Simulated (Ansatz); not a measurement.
Consider the ligand exchange at the In–Se bond: `C[Se][InH2]` + `C=N` → `C=[N][InH2]` + `C[SeH]`.

Isolated molecules relaxed with PBE0-D4/def2-TZVP in Ansatz; ΔE leaves out vibrations. CCSD(T)/CBS is the MP2 limit (def2-TZVPP, def2-QZVPP) plus CCSD(T) − MP2 in def2-TZVPP, frozen cores. This one scheme is used for every species. Functionals use def2-TZVPP. def2 core potentials past Kr. For In, Se outer-core shells are correlated without core-valence functions, which leaves a few kJ/mol of doubt a bond. Scalar relativity is left out up to krypton.

Problem. Is it downhill or uphill in electronic energy at CCSD(T)/CBS, and by how much? (An estimate is asked.)

Solution. Ansatz gave: Uphill: ΔE = +122.8 kJ/mol.

Problem. What do these levels give: LDA (SPW92), revPBE-D4, r2SCANh-D4, r2SCAN0-D4, B2PLYP, PBE, BHLYP, CAM-B3LYP, HF/def2-SVP, HF/def2-TZVPP, CCSD(T)/def2-TZVPP, MP2/CBS(def2)? (Estimate.)

Solution. The calculation gave: LDA (SPW92) 123.5, revPBE-D4 117.2, r2SCANh-D4 124.0, r2SCAN0-D4 126.3, B2PLYP 118.4, PBE 120.6, BHLYP 122.0, CAM-B3LYP 115.9, HF/def2-SVP 124.2, HF/def2-TZVPP 122.6, CCSD(T)/def2-TZVPP 118.5, MP2/CBS(def2) 124.2 kJ/mol.

Problem. What do rigid-rotor, harmonic-oscillator terms from PBE0-D4/def2-TZVP frequencies (298.15 K, 1 bar) make of the CCSD(T)/CBS value? (Best estimate.)

Solution. Ansatz gave: ΔZPE = -12.4 kJ/mol, ΔH = +110.0 kJ/mol, ΔS = 2 J/(mol·K), ΔG = +109.6 kJ/mol.

Largest T1 diagnostic among the species: 0.015.

From BLYP to BHLYP (50 % exact exchange), in def2-TZVPP and without D4, ΔE moves by +7.4 kJ/mol. Leaving LDA and LC-ωPBE aside and taking each functional with its dispersion term where it has one, the values, not all of them listed here, spread over 10.6 kJ/mol, from BLYP-D4 to r2SCAN0-D4.
